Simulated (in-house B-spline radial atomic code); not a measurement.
## Solving the quasi-particle equation for 4s of As IV (As3+)

Configuration [Ar] 3d10 4s2, start r2SCAN; correlation leaves out the deepest shell. Computed with an all-electron radial atomic-structure program (B-spline basis): all electrons, scalar-relativistic (spin-free one-electron X2C), finite nucleus, each spin shell either full or empty, empty states to l = 9 with an (l + 1/2)⁻⁴ tail; G0W0 by contour deformation at full frequency.

At the mean-field level ε = -44.714 eV the matrix elements are Σx = -18.996 eV, v_xc = -15.526 eV and Σc(ε) = -2.384 eV, and the slope of the correlation self-energy is dΣc/dω = -0.0552. The quasi-particle energy solves E = ε + Σx − v_xc + Σc(E).

(1) What does the linearised equation give?

(2) How does that compare with the full solution and with static screening?

Results:

(1) Z = 1/(1 − dΣc/dω) = 1/1.0552 = 0.9477. The first-order shift is Σx − v_xc + Σc(ε) = -18.996 − (-15.526) + (-2.384) = -5.854 eV, so E ≈ ε + Z × shift = -44.714 + 0.9477 × (-5.854) = -50.262 eV.

(2) Solving the equation at full frequency dependence gives E = -50.288 eV, where Σc = -2.104 eV and the weight is 0.956; the linearised value is off by 26 meV. Leaving Z out would give -50.568 eV. Static COHSEX puts -4.281 eV in place of Σc and gives -52.465 eV, 2.18 eV deeper. The tabulated removal energy is 50.15 ± 0.06 eV (NIST, measured); the run leaves out spin-orbit coupling, Breit and QED terms.
